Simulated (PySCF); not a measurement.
Job file and geometry (Å, from PBE0-D3(BJ)/def2-TZVP) of an NMR shielding run on ethyl propanoate (CCOC(=O)CC, C5H10O2), GIAO PBE0/pcSseg-2 NMR shielding, non-relativistic, gas phase in PySCF; density fitting, a coarse starting grid and PySCF grid level 2 are the driver's defaults:

```
$ OMP_NUM_THREADS=2 python probes_run.py task.json out

{"job": {"kind": "nmr", "xc": "PBE0", "basis": "pcSseg-2"}, "charge": 0, "multiplicity": 1}
C     -2.690297     0.453480    -0.026895
C     -1.741025    -0.294128    -0.931112
O     -0.455559     0.336916    -0.977434
C      0.404186     0.015059    -0.000030
O      0.156941    -0.767780     0.878109
C      1.701890     0.756949    -0.163494
C      2.705023     0.443280     0.925900
H     -2.798191     1.490980    -0.349275
H     -2.332586     0.437389     1.003299
H     -3.675626    -0.017667    -0.052825
H     -1.616792    -1.326853    -0.601444
H     -2.087995    -0.286594    -1.965001
H      2.094144     0.514047    -1.156112
H      1.465261     1.824936    -0.200017
H      2.308155     0.700053     1.908959
H      3.627491     1.005091     0.769289
H      2.947161    -0.620052     0.941145
```

Q: Write the output of this run.

A: 
```
coarse grid: 13808 points
cycle   1  E = -346.5984231508  dE =  8.818e-01  |g| = 9.195e-01  |ddm| = 2.610e+00
cycle   2  E = -346.2863209054  dE =  3.121e-01  |g| = 1.597e+00  |ddm| = 1.678e+00
cycle   3  E = -346.7437745218  dE = -4.575e-01  |g| = 2.786e-01  |ddm| = 1.271e+00
cycle   4  E = -346.7578703163  dE = -1.410e-02  |g| = 8.343e-02  |ddm| = 1.863e-01
cycle   5  E = -346.7588746368  dE = -1.004e-03  |g| = 2.826e-02  |ddm| = 4.626e-02
cycle   6  E = -346.7590383194  dE = -1.637e-04  |g| = 5.349e-03  |ddm| = 1.802e-02
cycle   7  E = -346.7590441219  dE = -5.802e-06  |g| = 9.775e-04  |ddm| = 3.741e-03
final grid: 132176 points
cycle   8  E = -346.7558785953  dE = -1.172e-04  |g| = 1.263e-02  |ddm| = 5.786e-02
cycle   9  E = -346.7558412669  dE =  3.733e-05  |g| = 1.912e-02  |ddm| = 1.629e-02
cycle  10  E = -346.7559090544  dE = -6.779e-05  |g| = 2.414e-03  |ddm| = 1.023e-02
cycle  11  E = -346.7559100976  dE = -1.043e-06  |g| = 5.573e-04  |ddm| = 1.512e-03
cycle  12  E = -346.7559101371  dE = -3.947e-08  |g| = 2.937e-04  |ddm| = 4.156e-04
cycle  13  E = -346.7559101535  dE = -1.643e-08  |g| = 3.337e-05  |ddm| = 1.695e-04
cycle  14  E = -346.7559101537  dE = -2.109e-10  |g| = 8.717e-06  |ddm| = 2.710e-05
converged SCF energy = -346.7559101537

GIAO shielding tensors (ppm)
atom      isotropic    diamagn.    paramagn.     s11        s22        s33       span
  0 C      169.769     241.688     -71.919    150.739    172.444    186.123     35.384
  1 C      122.245     240.770    -118.525     81.641    118.765    166.328     84.687
  2 O      116.863     395.751    -278.888    -56.564    189.166    217.986    274.550
  3 C        1.451     256.278    -254.826    -98.723     36.589     66.488    165.210
  4 O      -89.796     400.926    -490.722   -396.612   -209.301    336.525    733.138
  5 C      155.471     244.109     -88.638    138.103    147.054    181.255     43.152
  6 C      176.017     237.341     -61.324    169.227    174.487    184.336     15.109
  7 H       30.497      29.614       0.883     26.826     28.491     36.174      9.348
  8 H       29.982      31.261      -1.279     25.281     30.311     34.353      9.072
  9 H       30.650      27.609       3.041     26.780     27.462     37.707     10.928
 10 H       26.667      31.937      -5.269     22.937     26.910     30.155      7.218
 11 H       27.960      29.729      -1.769     22.844     27.989     33.047     10.203
 12 H       29.182      30.906      -1.724     24.294     29.678     33.573      9.278
 13 H       29.228      31.447      -2.219     24.346     29.742     33.596      9.250
 14 H       30.375      29.195       1.179     26.376     28.574     36.174      9.798
 15 H       30.743      26.537       4.207     26.126     28.298     37.806     11.680
 16 H       30.366      28.890       1.475     26.374     28.374     36.349      9.975
```

Q: Turn these shieldings into chemical shifts. δ = σ(ref) − σ, references computed at the same level: TMS for ¹³C (σref 186.03) and ¹H (σref 31.52); ¹⁷O (σref 329.54) vs H2O.

A: Averaging equivalent atoms: C 3: 184.6; C 1: 63.8; C 5: 30.6; C 0: 16.3; C 6: 10.0; O 4: 419.3; O 2: 212.7; H 10/11: 4.21; H 12/13: 2.32; H 7/8/9: 1.15; H 14/15/16: 1.03 ppm. Unscaled 17O shifts of doubly bonded oxygen tend to come out too high, by tens of ppm or more. Experimental scales use liquid or dissolved standards, which lie at an offset from isolated H2O (liquid H2O: subtract about 36 ppm).

Size and cost of the density-fitted run: 392 basis functions, 2.8 min wall time (4.8 min CPU) on 2 threads of an Intel Xeon, shared host; peak memory 2.6 GiB.
